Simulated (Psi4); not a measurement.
Input file for Psi4: SAPT0/jun-cc-pV(D+d)Z on ClH5OSi (a complex), monomers drawn apart or pushed together.

```
memory 8100 MB

molecule dimer {
0 1
O     0.09649005   -0.38124144    0.07613971
H     0.78542324   -0.95395377   -0.27665189
H     0.56608962    0.32634946    0.53390192
--
0 1
Si   -0.43232637   -0.90308853    3.68867044
Cl    0.95096866    0.65268356    3.60851234
H    -0.69496300   -1.14652117    5.12205739
H     0.16959710   -2.09911153    3.07563715
H    -1.66257735   -0.48007136    3.00249602
units angstrom
symmetry c1
no_reorient
no_com
}

set {
  basis jun-cc-pV(D+d)Z
  scf_type df
  freeze_core true
}

energy('sapt0')
```

Program output:

```
[...]
==> Input File <==

--------------------------------------------------------------------------
memory 8100 MB

molecule dimer {
0 1
O     0.09649005   -0.38124144    0.07613971
H     0.78542324   -0.95395377   -0.27665189
H     0.56608962    0.32634946    0.53390192
--
0 1
Si   -0.43232637   -0.90308853    3.68867044
Cl    0.95096866    0.65268356    3.60851234
H    -0.69496300   -1.14652117    5.12205739
H     0.16959710   -2.09911153    3.07563715
H    -1.66257735   -0.48007136    3.00249602
units angstrom
symmetry c1
no_reorient
no_com
}

set {
  basis jun-cc-pV(D+d)Z
  scf_type df
  freeze_core true
}

energy('sapt0')
--------------------------------------------------------------------------


   => Loading Basis Set <=

    Name: JUN-CC-PV(D+D)Z
    Role: ORBITAL
    Keyword: BASIS
    atoms 1        entry O          line   256 file jun-cc-pv_dpd_z.gbs
    atoms 2-3, 6-8 entry H          line    60 file jun-cc-pv_dpd_z.gbs
    atoms 4        entry SI         line   566 file jun-cc-pv_dpd_z.gbs
    atoms 5        entry CL         line   764 file jun-cc-pv_dpd_z.gbs

   => Loading Basis Set <=

    Name: JUN-CC-PV(D+D)Z
    Role: ORBITAL
    Keyword: BASIS
    atoms 1        entry O          line   256 file jun-cc-pv_dpd_z.gbs
    atoms 2-3, 6-8 entry H          line    60 file jun-cc-pv_dpd_z.gbs
    atoms 4        entry SI         line   566 file jun-cc-pv_dpd_z.gbs
    atoms 5        entry CL         line   764 file jun-cc-pv_dpd_z.gbs


  //>>>>>>>>>>>>>>>>>>>>>>>>>>>>>>>>>>>//
  //              Dimer HF             //
  //<<<<<<<<<<<<<<<<<<<<<<<<<<<<<<<<<<<//

   => Libint2 <=

    Primary   basis highest AM E, G, H:  7, 6, 3
    Auxiliary basis highest AM E, G, H:  7, 7, 4
    Onebody   basis highest AM E, G, H:  -, -, -
    Solid Harmonics ordering:            Gaussian


   => Loading Basis Set <=

    Name: JUN-CC-PV(D+D)Z
    Role: ORBITAL
    Keyword: BASIS
    atoms 1        entry O          line   256 file jun-cc-pv_dpd_z.gbs
    atoms 2-3, 6-8 entry H          line    60 file jun-cc-pv_dpd_z.gbs
    atoms 4        entry SI         line   566 file jun-cc-pv_dpd_z.gbs
    atoms 5        entry CL         line   764 file jun-cc-pv_dpd_z.gbs


         ---------------------------------------------------------
                                   SCF
               by Justin Turney, Rob Parrish, Andy Simmonett
                          and Daniel G. A. Smith
                              RHF Reference
                        4 Threads,   7724 MiB Core
         ---------------------------------------------------------

  ==> Geometry <==

    Molecular point group: c1
    Full point group: C1

    Geometry (in Angstrom), charge = 0, multiplicity = 1:

       Center              X                  Y                   Z               Mass
    ------------   -----------------  -----------------  -----------------  -----------------
         O            0.096490050000    -0.381241440000     0.076139710000    15.994914619570
         H            0.785423240000    -0.953953770000    -0.276651890000     1.007825032230
         H            0.566089620000     0.326349460000     0.533901920000     1.007825032230
         SI          -0.432326370000    -0.903088530000     3.688670440000    27.976926534650
         CL           0.950968660000     0.652683560000     3.608512340000    34.968852682000
         H           -0.694963000000    -1.146521170000     5.122057390000     1.007825032230
         H            0.169597100000    -2.099111530000     3.075637150000     1.007825032230
         H           -1.662577350000    -0.480071360000     3.002496020000     1.007825032230

  Running in c1 symmetry.

  Rotational constants: A =      0.20473  B =      0.01886  C =      0.01749 [cm^-1]
  Rotational constants: A =   6137.55197  B =    565.50203  C =    524.45022 [MHz]
  Nuclear repulsion =  142.724968250612761

  Charge       = 0
  Multiplicity = 1
  Electrons    = 44
  Nalpha       = 22
  Nbeta        = 22

  ==> Algorithm <==

  SCF Algorithm Type is DF.
  DIIS enabled.
  MOM disabled.
  Fractional occupation disabled.
  Guess Type is SAD.
  Energy threshold   = 1.00e-08
  Density threshold  = 1.00e-08
  Integral threshold = 1.00e-12

  ==> Primary Basis <==

  Basis Set: JUN-CC-PV(D+D)Z
    Blend: JUN-CC-PV(D+D)Z
    Number of shells: 45
    Number of basis functions: 97
    Number of Cartesian functions: 102
    Spherical Harmonics?: true
    Max angular momentum: 2

   => Loading Basis Set <=

    Name: (JUN-CC-PV(D+D)Z AUX)
    Role: JKFIT
    Keyword: DF_BASIS_SCF
    atoms 1        entry O          line   258 file jun-cc-pvdz-jkfit.gbs
    atoms 2-3, 6-8 entry H          line    70 file jun-cc-pvdz-jkfit.gbs
    atoms 4        entry SI         line   506 file jun-cc-pvdz-jkfit.gbs
    atoms 5        entry CL         line   746 file jun-cc-pvdz-jkfit.gbs

  ==> Integral Setup <==

  DFHelper Memory: AOs need 0.033 GiB; user supplied 5.658 GiB.
  SCF_SUBTYPE=INCORE selected. In-core MEM_DF algorith
[...]
 A
    DOCC [    17 ]
    NA   [    17 ]
    NB   [    17 ]

  @DF-RHF Final Energy:  -750.23303063727803

   => Energetics <=

    Nuclear Repulsion Energy =             85.5036583898337881
    One-Electron Energy =               -1208.2453590763420834
    Two-Electron Energy =                 372.5086700492302612
    Total Energy =                       -750.2330306372780342

Computation Completed


Properties will be evaluated at   0.000000,   0.000000,   0.000000 [a0]

Properties computed using the SCF density matrix


 Multipole Moments:

 ------------------------------------------------------------------------------------
     Multipole            Electronic (a.u.)      Nuclear  (a.u.)        Total (a.u.)
 ------------------------------------------------------------------------------------

 L = 1.  Multiply by 2.5417464519 to convert [e a0] to [Debye]
 Dipole X            :        -15.4801845           14.9778838           -0.5023007
 Dipole Y            :          9.4062320           -9.9651362           -0.5589042
 Dipole Z            :       -234.6834084          234.6780700           -0.0053384
 Magnitude           :                                                    0.7514708

 ------------------------------------------------------------------------------------

  Constructing Basis Sets for SAPT...

   => Loading Basis Set <=

    Name: (JUN-CC-PV(D+D)Z AUX)
    Role: RIFIT
    Keyword: DF_BASIS_SAPT
    atoms 1        entry O          line   188 file jun-cc-pvdz-ri.gbs
    atoms 2-3, 6-8 entry H          line    30 file jun-cc-pvdz-ri.gbs
    atoms 4        entry SI         line   376 file jun-cc-pvdz-ri.gbs
    atoms 5        entry CL         line   544 file jun-cc-pvdz-ri.gbs

   => Loading Basis Set <=

    Name: (JUN-CC-PV(D+D)Z AUX)
    Role: JKFIT
    Keyword: DF_BASIS_ELST
    atoms 1        entry O          line   258 file jun-cc-pvdz-jkfit.gbs
    atoms 2-3, 6-8 entry H          line    70 file jun-cc-pvdz-jkfit.gbs
    atoms 4        entry SI         line   506 file jun-cc-pvdz-jkfit.gbs
    atoms 5        entry CL         line   746 file jun-cc-pvdz-jkfit.gbs


  //>>>>>>>>>>>>>>>>>>>>>>>>>>>>>>>>>>>//
  //               SAPT0               //
  //<<<<<<<<<<<<<<<<<<<<<<<<<<<<<<<<<<<//



        SAPT0
    Ed Hohenstein
     6 June 2009

      Orbital Information
  --------------------------
    NSO        =        97
    NMO        =        97
    NRI        =       305
    NRI (Elst) =       436
    NOCC A     =         5
    NOCC B     =        17
    FOCC A     =         1
    FOCC B     =        10
    NVIR A     =        92
    NVIR B     =        80

    Elst10,r            =    -0.003665327337 [Eh]
    Exch10              =     0.001875496850 [Eh]
    Exch10 (S^2)        =     0.001873853468 [Eh]

    Maxiter = 50
    CPHF R converge = 1.000000E-08

    Iter     Energy [mEh]          dE [mEh]         Residual      Time [s]
       1      -0.29155140       0.291551405     2.470554e-03             0
       2      -0.36620073       0.074649321     7.543339e-04             0
       3      -0.36704813       0.000847407     3.026283e-04             0
       4      -0.36516095      -0.001887188     6.463281e-05             0
       5      -0.36525225       0.000091300     1.659964e-05             0
       6      -0.36531053       0.000058288     3.365995e-06             0
       7      -0.36529215      -0.000018389     6.034545e-07             0
       8      -0.36529459       0.000002448     1.381463e-07             0
       9      -0.36529437      -0.000000225     3.172916e-08             0
      10      -0.36529433      -0.000000040     7.449105e-09             0

    CHF Iterations converged

    Maxiter = 50
    CPHF R converge = 1.000000E-08

    Iter     Energy [mEh]          dE [mEh]         Residual      Time [s]
       1      -0.40281202       0.402812024     3.591431e-03             0
       2      -0.48035999       0.077547967     1.617773e-03             0
       3      -0.49919827       0.018838282     2.612349e-04             0
       4      -0.49651520      -0.002683075     7.000361e-05             0
       5      -0.49644921      -0.000065992     1.706748e-05             0
       6      -0.49654414       0.000094939     3.738212e-06             0
       7      -0.49653905      -0.000005099     8.715637e-07             0
       8      -0.49653626      -0.000002787     1.462388e-07             0
       9      -0.49653690       0.000000636     4.119974e-08             0
      10      -0.49653691       0.000000010     9.542470e-09             0

    CHF Iterations converged

    Ind20,r (A<-B)      =    -0.000365294328 [Eh]
    Ind20,r (B<-A)      =    -0.000496536906 [Eh]
    Ind20,r             =    -0.000861831234 [Eh]
    Exch-Ind20,r (A<-B) =     0.000277763382 [Eh]
    Exch-Ind20,r (B<-A) =     0.000215153404 [Eh]
    Exch-Ind20,r        =     0.000492916786 [Eh]
    Disp20              =    -0.001225754735 [Eh]
    Disp20 (SS)         =    -0.000612877368 [Eh]
    Disp20 (OS)         =    -0.000612877368 [Eh]
    Exch-Disp20         =     0.000116605728 [Eh]
    Exch-Disp20 (SS)    =     0.000065066675 [Eh]
    Exch-Disp20 (OS)    =     0.000051539053 [Eh]

    SAPT Results
  --------------------------------------------------------------------------------------------------------
    Electrostatics                 -3.66532734 [mEh]      -2.30002763 [kcal/mol]      -9.62331560 [kJ/mol]
      Elst10,r                     -3.66532734 [mEh]      -2.30002763 [kcal/mol]      -9.62331560 [kJ/mol]

    Exchange                        1.87549685 [mEh]       1.17689204 [kcal/mol]       4.92411630 [kJ/mol]
      Exch10                        1.87549685 [mEh]       1.17689204 [kcal/mol]       4.92411630 [kJ/mol]
      Exch10(S^2)                   1.87385347 [mEh]       1.17586080 [kcal/mol]       4.91980160 [kJ/mol]

    Induction                      -0.48271957 [mEh]      -0.30291111 [kcal/mol]      -1.26738007 [kJ/mol]
      Ind20,r                      -0.86183123 [mEh]      -0.54080726 [kcal/mol]      -2.26273759 [kJ/mol]
      Exch-Ind20,r                  0.49291679 [mEh]       0.30930995 [kcal/mol]       1.29415284 [kJ/mol]
      delta HF,r (2)               -0.11380513 [mEh]      -0.07141380 [kcal/mol]      -0.29879532 [kJ/mol]

    Dispersion                     -1.10914901 [mEh]      -0.69600151 [kcal/mol]      -2.91207032 [kJ/mol]
      Disp20                       -1.22575474 [mEh]      -0.76917271 [kcal/mol]      -3.21821861 [kJ/mol]
      Exch-Disp20                   0.11660573 [mEh]       0.07317120 [kcal/mol]       0.30614830 [kJ/mol]
      Disp20 (SS)                  -0.61287737 [mEh]      -0.38458635 [kcal/mol]      -1.60910931 [kJ/mol]
      Disp20 (OS)                  -0.61287737 [mEh]      -0.38458635 [kcal/mol]      -1.60910931 [kJ/mol]
      Exch-Disp20 (SS)              0.06506667 [mEh]       0.04082995 [kcal/mol]       0.17083253 [kJ/mol]
      Exch-Disp20 (OS)              0.05153905 [mEh]       0.03234124 [kcal/mol]       0.13531576 [kJ/mol]

  Total HF                         -2.27255006 [mEh]      -1.42604669 [kcal/mol]      -5.96657936 [kJ/mol]
  Total SAPT0                      -3.38169907 [mEh]      -2.12204820 [kcal/mol]      -8.87864968 [kJ/mol]

  Special recipe for scaled SAPT0 (see Manual):
    Electrostatics sSAPT0          -3.66532734 [mEh]      -2.30002763 [kcal/mol]      -9.62331560 [kJ/mol]
    Exchange sSAPT0                 1.87549685 [mEh]       1.17689204 [kcal/mol]       4.92411630 [kJ/mol]
    Induction sSAPT0               -0.48142156 [mEh]      -0.30209659 [kcal/mol]      -1.26397214 [kJ/mol]
    Dispersion sSAPT0              -1.10884195 [mEh]      -0.69580883 [kcal/mol]      -2.91126413 [kJ/mol]
  Total sSAPT0                     -3.38009400 [mEh]      -2.12104100 [kcal/mol]      -8.87443556 [kJ/mol]
  --------------------------------------------------------------------------------------------------------



*** Psi4 exiting successfully. Buy a developer a beer!
```

The run finished.

Cost: roughly 12 core-seconds.
